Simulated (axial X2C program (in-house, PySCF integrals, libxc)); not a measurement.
## Working with the constants of FeO

A bond curve at the PW91 level, 2c, was computed with an in-house all-electron X2C program for linear molecules (integrals from PySCF) (basis Fe dyall-cv3z [9s10p6d3f2g], O dyall-av3z [7s6p3d2f] (cores contracted in-house)) for the state Ω = 4 (⟨Sz⟩ = 2.00, ⟨Lz⟩ = 2.00 at PW91). Its fit gives Re = 1.5964 Å, ωe = 934.7 cm⁻¹, ωexe = 4.86 cm⁻¹ and αe = 3.778e-03 cm⁻¹; the masses are 55.9349 and 15.9949 u. Two-component means X2C with spin–orbit coupling and atomic mean-field Coulomb and Gaunt terms.

Find the reduced mass, Be and the force constant.

From the PW91 values: μ = 12.4381 u. Be = 16.8576/(μ Re²) = 0.5318 cm⁻¹. k = 5.8918×10⁻⁷ μ ωe² = 6.4 mdyn/Å.

Where do the fundamental and the first overtone lie?

ν(1←0) = ωe − 2ωexe = 925.0 cm⁻¹; ν(2←0) = 2ωe − 6ωexe = 1840.2 cm⁻¹.

A Morse curve ties αe to the other constants (Pekeris). How well does that hold?

αe(Morse) = 6Be²/ωe × (√(ωexe/Be) − 1) = 3.673e-03 cm⁻¹; the PW91 curve gives 3.778e-03 cm⁻¹, a ratio of 0.97.

Estimate the centrifugal constant by the Kratzer relation.

D = 4Be³/ωe² = 6.89e-07 cm⁻¹.

The dipole moment p changes by 6.35 D/Å at Re. What harmonic infrared intensity follows?

I = 42.256 × (dp/dR)²/μ = 140 km/mol.

One determinant describes the state; a PBE0 search over occupations chose it and may have missed a lower one. Density functionals use the spin component along the axis (collinear). PBE0 can misorder states that lie within some tenths of an eV, so this need not be the ground state of the molecule. The nearest other 2c determinant of the search, Ω = 2, lies 0.26 eV up at the distance of the search. Without a current term, density functionals place determinants with orbital angular momentum somewhat too high. With several unpaired electrons one determinant need not be a pure state. Open-shell Ω = 0 determinants with evenly filled partner blocks cannot be reached by this program, so the Ω shown need not be the lowest component. At some level and bond length an empty orbital lies below a filled one.
